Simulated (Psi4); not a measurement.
Psi4 was given this input:
```
memory 2 GB

molecule {
0 1
  N     1.87252591   -0.49085442   -0.18091487
  Si    0.22326750   -0.06064048   -0.01160200
  Cl   -0.81432814   -1.27879375   -1.22797358
  Cl    0.07479977    1.86716518   -0.56076920
  Cl   -0.49600182   -0.25747016    1.87498709
  H     2.16379352   -1.45390976   -0.18487486
  H     2.60679347    0.11353587    0.14755370
}

set basis def2-svp
set freeze_core true

energy('qcisd(t)')
print_variables()
```

**Question.** Estimate the total energy that QCISD(T)/def2-SVP (Psi4) returns for this input.

**Answer.** -46895.8023 eV

**Question.** Give the number of basis functions at the level QCISD(T)/def2-SVP.

**Answer.** 96

**Question.** Give the nuclear repulsion energy at the level QCISD(T)/def2-SVP.

**Answer.** 448.0207 Eh

**Question.** Give the MP2 correlation energy at the level QCISD(T)/def2-SVP.

**Answer.** -0.6551 Eh
